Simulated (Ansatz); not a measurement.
CH9BN2Si. Charge 0, multiplicity 1. The bonds changed during the relaxation, so this is another structure than the one it started from. All single points use the PBE0-D4/def2-TZVP geometry. It is one conformer, not always the lowest.

```xyz
14

B     0.001   -0.534    2.174
Si   -0.638    0.245    0.506
N     1.062    0.359    1.325
N    -0.614   -0.515   -1.016
C    -0.370    0.098   -2.302
H    -0.319   -0.022    3.209
H     0.277   -1.702    2.160
H    -0.995    1.671    0.279
H     1.838   -0.142    0.915
H     1.379    1.222    1.743
H    -0.694   -1.519   -1.040
H     0.627   -0.129   -2.699
H    -0.445    1.184   -2.207
H    -1.110   -0.216   -3.045
```

What is the dipole moment at ωB97M-V/def2-TZVPP? (An estimate is asked.)

Ansatz gave: 3.48 D, with components (1.92, 0.91, -2.76) D in this frame, pointing from negative to positive charge.

And with PBE, r2SCAN, B3LYP? (Estimate.)

Ansatz gave: PBE 3.51 D, r2SCAN 3.54 D, B3LYP 3.46 D.

Give the Mulliken charges with ωB97M-V, r2SCAN, PBE in def2-TZVPP. (An estimate is asked.)

Computed: 
| atom | ωB97M-V | r2SCAN | PBE |
| --- | --- | --- | --- |
| B1 | -0.30 | -0.18 | -0.21 |
| Si2 | 0.19 | 0.24 | 0.14 |
| N3 | -0.16 | -0.17 | -0.15 |
| N4 | -0.31 | -0.37 | -0.28 |
| C5 | -0.22 | -0.03 | -0.17 |
| H6 | 0.07 | -0.01 | 0.01 |
| H7 | 0.07 | -0.01 | 0.01 |
| H8 | -0.04 | -0.09 | -0.08 |
| H9 | 0.13 | 0.15 | 0.15 |
| H10 | 0.13 | 0.15 | 0.15 |
| H11 | 0.11 | 0.15 | 0.15 |
| H12 | 0.11 | 0.05 | 0.09 |
| H13 | 0.10 | 0.05 | 0.08 |
| H14 | 0.12 | 0.06 | 0.10 |

B3LYP here is the variant with VWN-RPA as its local correlation; programs differ in this.
